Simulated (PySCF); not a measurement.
Compound: C5H8OSSi2.
Numbering: `[CH:1]#[C:2][Si@@H:3]1[CH:4]=[C:5]([S:6][CH3:7])[SiH2:8][O:9]1`

Structure used (GFN2-xTB), in Å, numbered top down from 1:
```xyz
17
C5H8OSSi2 angstrom
C      3.7492    1.3717   -0.2578
C      2.7976    0.7739   -0.6842
Si     1.3170   -0.1169   -1.3458
C     -0.2633    0.3803   -0.4590
C     -0.7840   -0.6219    0.2603
S     -2.2369   -0.5753    1.2326
C     -2.8251    1.1380    1.0488
Si     0.2171   -2.2353    0.1820
O      1.3681   -1.6897   -0.8366
H      4.5868    1.8865    0.1179
H      1.2855   -0.1568   -2.8036
H     -0.7056    1.3638   -0.5171
H     -3.0625    1.3359    0.0073
H     -2.0645    1.8231    1.4125
H     -3.7201    1.2164    1.6574
H     -0.5033   -3.3133   -0.4817
H      0.8369   -2.5684    1.4572
```

NICS = −σ at a ghost point: NICS(0) at the centroid of the ring atoms, NICS(1) 1 Å to either side along the normal of their mean plane, zz for the tensor component along that normal. Level: GIAO PBE0/pcSseg-1 (PySCF, non-relativistic, gas phase) on the GFN2-xTB geometry, one conformer.

Ring bond lengths (Å), with Mayer bond orders in brackets: Si3–C4 1.879 (0.89), C4–C5 1.339 (1.79), C5–Si8 1.900 (0.78), Si8–O9 1.631 (0.96), O9–Si3 1.654 (0.92).

Q: What do the NICS probes read (ppm)?

A: 
| ring | type | NICS(0) | NICS(1), two faces | NICS(1)zz, two faces | rms pucker (Å) | centre to ring atoms, mean (Å) |
| --- | --- | --- | --- | --- | --- | --- |
| Si3–C4–C5–Si8–O9 | 5-membered ring with O and 2 Si; formal bonds 1 double, 4 single | -3.8 | -2.8 / -3.0 | -1.5 / -2.5 | 0.01 | 1.43 |

Q: What can be read from them?

A: 
- Si3–C4–C5–Si8–O9: mean NICS(1)zz -2.0 ppm, near zero. Si3, Si8 have four or more neighbours, so the value isn't read as a sign of a π ring current.

Q: What field does 1 T along the ring normal induce along that normal at the first NICS(1) probe listed for ring Si3–C4–C5–Si8–O9, 1 Å off the ring?

A: NICSzz × B0 = -1.5 ppm × 1 T = -2 μT, against the applied field.
